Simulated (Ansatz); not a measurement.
Born–Oppenheimer molecular dynamics of CH$_{8}$BClOSi$_{2}$ (14 atoms, charge 0, multiplicity 1). It starts at the highest image of a converged band, a first-order saddle point between two minima.

Method: RKS LDA/6-31G* (Ansatz 0.2.0).

```json
{"ensemble": "NVE (velocity Verlet)", "time step": "0.5 fs", "steps asked": "200", "starting velocities drawn for": "100 K", "seed": "2662"}
```

First frame:

```xyz
14
Properties=species:S:1:pos:R:3
O -2.878 0.940 -1.405
Si -1.609 0.927 -0.326
Si -0.602 -1.187 -0.142
B 1.234 -1.232 0.385
C 2.069 0.115 0.206
Cl 1.721 1.265 1.554
H -2.644 0.854 -2.349
H -2.211 1.339 0.982
H -0.510 1.887 -0.708
H -1.535 -2.296 0.270
H 0.207 -0.983 1.296
H 1.749 -2.256 0.761
H 3.156 -0.070 0.226
H 1.838 0.667 -0.723
```

Q: How far do the bonds stretch over the last three quarters of this one trajectory? (Pairs bonded in most of those frames.)

A: 
| bond | mean (Å) | spread (Å) | shortest | longest |
| --- | --- | --- | --- | --- |
| O1–Si2 | 1.668 | 0.005 | 1.66 | 1.68 |
| O1–H7 | 0.976 | 0.006 | 0.97 | 0.98 |
| Si2–Si3 | 2.332 | 0.023 | 2.30 | 2.37 |
| Si2–H8 | 1.498 | 0.006 | 1.49 | 1.51 |
| Si2–H9 | 1.513 | 0.044 | 1.45 | 1.57 |
| Si3–B4 | 1.907 | 0.011 | 1.89 | 1.93 |
| Si3–H10 | 1.510 | 0.043 | 1.45 | 1.57 |
| Si3–H11 | 1.663 | 0.022 | 1.63 | 1.72 |
| B4–C5 | 1.595 | 0.009 | 1.58 | 1.61 |
| B4–H11 | 1.393 | 0.023 | 1.35 | 1.44 |
| B4–H12 | 1.207 | 0.015 | 1.18 | 1.23 |
| C5–Cl6 | 1.805 | 0.007 | 1.79 | 1.82 |
| C5–H13 | 1.104 | 0.003 | 1.10 | 1.11 |
| C5–H14 | 1.105 | 0.006 | 1.10 | 1.11 |

Mean temperature of the second half: 48 K. The conserved energy stayed within 0.061 meV per atom of its start (net change 0.026 meV per atom), so the integration is sound. A run of 0.1 ps of so small a system gives no equilibrium averages. The orbitals stay closed-shell, which can raise the energy where a bond breaks towards radicals; this wasn't checked here.

Time of the run: 4.3 min on 2 threads of Intel(R) Xeon(R) Platinum 8488C (Sapphire Rapids) (shared host), peak memory 0.18 GiB.
